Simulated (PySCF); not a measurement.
# MoO₃: fields on a plane

Method: PBE/[Mo def2-TZVP with ECP28, O def2-TZVP], scalar-relativistic core potentials, density fitting, no spin–orbit coupling, PySCF.

The singlet minimum has Mo–O 1.717 Å (×3); O–Mo–O 108.9° (×3).

The plane holds Mo1 at (0.00, 0.00), O2 at (1.72, 0.00), O3 at (-0.56, 1.62) Å. Columns run from x = -2.55 to 4.05 Å, rows from y = 4.05 (top) to -1.95 Å, in steps of 0.3 Å. Other isomers or separated fragments may lie lower. Core electrons replaced by a potential are absent, the electrostatic potential uses the reduced nuclear charge, and values within about 0.7 Å of such atoms have no physical meaning.

Problem. Give the electron localisation function (set to 0 where the density is under 0.005 e/Å³). Lower edges of the bins: '0' 0.000, '1' 0.093, '2' 0.186, '3' 0.278, '4' 0.371, '5' 0.464, '6' 0.557, '7' 0.650, '8' 0.742, '9' 0.835; top 0.93.

Solution. 
```
00000000000000000000000
00000000000000000000000
00000000000000000000000
00001122210000000000000
00012455532000000000000
00135788764100000000000
00257999975200000000000
01368987986200000000000
01468919886200001000000
01368963874101233210000
01357888632124666421000
00124433453147888641000
00011147888358899852000
00000279008567239963100
00000289008467239863000
00000158898358899852000
00000125785248888641000
00011111221136766420000
00011111000013443210000
00001111000001221000000
00000110000000000000000
```

Problem. Give the electron density (e/Å³) (cut at 5 e/Å³). Every second row and column.

Solution. 
```
0.00 0.00 0.00 0.00 0.00 0.00 0.00 0.00 0.00 0.00 0.00 0.00
0.00 0.00 0.00 0.01 0.00 0.00 0.00 0.00 0.00 0.00 0.00 0.00
0.00 0.00 0.03 0.07 0.06 0.02 0.00 0.00 0.00 0.00 0.00 0.00
0.00 0.02 0.22 1.36 0.84 0.10 0.01 0.00 0.00 0.00 0.00 0.00
0.00 0.04 0.67 5.00 4.40 0.29 0.03 0.02 0.01 0.00 0.00 0.00
0.00 0.03 0.34 2.14 1.75 0.41 0.17 0.21 0.10 0.02 0.00 0.00
0.00 0.02 0.12 1.14 5.00 3.72 1.08 3.60 1.09 0.08 0.01 0.00
0.00 0.01 0.09 2.06 0.67 5.00 1.89 5.00 2.28 0.12 0.01 0.00
0.00 0.01 0.06 0.41 2.02 1.07 0.45 0.88 0.35 0.04 0.00 0.00
0.00 0.01 0.02 0.07 0.10 0.07 0.06 0.06 0.03 0.01 0.00 0.00
0.00 0.00 0.01 0.01 0.01 0.01 0.01 0.01 0.00 0.00 0.00 0.00
```
